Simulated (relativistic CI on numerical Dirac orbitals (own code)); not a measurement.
## The 4f ions of charge 2+

Method of calculation: Dirac-Coulomb-Breit CI, separate exchange-only KLI orbitals for each configuration, a model potential for QED, valence Slater integrals scaled by 0.85 (own radial code, finite nucleus).

Each species is treated in one configuration, given outside its closed core, with all valence electrons in the open shell. Radial values are for the open shell of highest l, unscaled and averaged over j; ζ includes the Breit term. Labels give the leading LS character, summed over repeated terms.

| Ion | Configuration | Its lowest level | LS weight (%) | F² (cm⁻¹) | F⁴ (cm⁻¹) | g_J | g√(J(J+1)) | ζ (cm⁻¹) |
| --- | --- | --- | --- | --- | --- | --- | --- | --- |
| La2+ | 4f | 2F°_5/2 | 100 |  |  | 0.856 | 2.53 | 391.4 |
| Ce2+ | 4f2 | ? | ? | ? | ? | ? | ? | ? |
| Pr2+ | 4f3 | 4I°_9/2 | 98 | 82050 | 50700 | 0.731 | 3.63 | 635.5 |
| Nd2+ | 4f4 | 5I_4 | 98 | 87200 | 53980 | 0.603 | 2.70 | 767.6 |
| Pm2+ | 4f5 | 6H°_5/2 | 97 | 91880 | 56960 | 0.294 | 0.87 | 909.4 |
| Sm2+ | 4f6 | 7F_0 | 94 | 96220 | 59710 |  | 0.00 | 1062 |
| Eu2+ | 4f7 | 8S°_7/2 | 98 | 100300 | 62290 | 1.994 | 7.91 | 1227 |
| Gd2+ | 4f8 | 7F_6 | 96 | 104200 | 64740 | 1.493 | 9.68 | 1404 |
| Tb2+ | 4f9 | 6H°_15/2 | 94 | 107900 | 67070 | 1.325 | 10.58 | 1595 |
| Dy2+ | 4f10 | 5I_8 | 94 | 111400 | 69320 | 1.241 | 10.53 | 1801 |
| Ho2+ | 4f11 | 4I°_15/2 | 97 | 114900 | 71490 | 1.196 | 9.55 | 2022 |
| Er2+ | 4f12 | 3H_6 | 99 | 118200 | 73600 | 1.165 | 7.55 | 2259 |
| Tm2+ | 4f13 | 2F°_7/2 | 100 |  |  | 1.142 | 4.53 | 2513 |

Question: Fill in the row of Ce2+.

Answer: Its lowest level 3H_4; LS weight (%) 97; F² (cm⁻¹) 76180; F⁴ (cm⁻¹) 46950; g_J 0.804; g√(J(J+1)) 3.60; ζ (cm⁻¹) 511.2.

NIST ASD lists another ground level for La2+ (2D3/2), Gd2+ (9D°2).

At low charge ζ of a weakly bound d or f electron comes out too small.
